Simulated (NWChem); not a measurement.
## Atomisation of C3H5O

SMILES: C(=[CH])(C)O
```xyz
9

C      0.9448    -1.1420     0.0000
C      0.1047    -0.1057     0.0000
C     -1.3926    -0.2331     0.0000
O      0.4896     1.2207     0.0000
H      2.0136    -1.3791     0.0000
H     -1.7033    -1.2930     0.0000
H     -1.8171     0.2706     0.8936
H     -1.8171     0.2706    -0.8936
H      1.4659     1.2506     0.0000
```
Charge 0, spin multiplicity 2.

All runs are NWChem calculations. All single points use one geometry, from UPBE/def2-SVP, a minimum by its harmonic frequencies. It is one conformer; others weren't searched.

Basis set: def2-TZVP. The atomisation energy is electronic alone: no zero-point, thermal, spin-orbit or counterpoise terms. No value is extrapolated to the basis-set limit. Free atoms are single determinants with multiplicities C 3, O 3, H 2.

B3LYP has NWChem's definition, with VWN1-RPA local correlation. The structure started from a generated list of species. No SCF solution was tested for a lower state.

### Question
For the atomisation energy, CAM-B3LYP gives 845.5 kcal/mol and LDA (SVWN5) gives 980.2 kcal/mol. What do PBE0, M06-2X, B3LYP give?

### Answer
PBE0: 849.4 kcal/mol; M06-2X: 803.7 kcal/mol; B3LYP: 840.5 kcal/mol.
